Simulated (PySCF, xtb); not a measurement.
H₇Si₃, SMILES [SiH2][SiH2][SiH3], multiplicity 2.

Harmonic wavenumbers (cm⁻¹) from xtb with GFN2-xTB at its own minimum, in rising order: 14, 83, 106, 334, 356, 369, 413, 442, 455, 529, 549, 633, 790, 816, 820, 829, 861, 2053, 2115, 2219, 2220, 2235, 2238, 2243.

What does ωB97X-D3(BJ)/def2-SVP (PySCF 2.14.0) give at its own minimum? (An estimate is asked for; the answer gives what the named calculation found.)

82, 93, 112, 335, 414, 432, 444, 485, 566, 589, 695, 725, 893, 915, 940, 953, 957, 2212, 2230, 2236, 2244, 2248, 2252, 2254. Paired by order, the mean absolute difference is 66 cm⁻¹ and the zero-point energies are 33.9 and 36.2 kcal/mol.
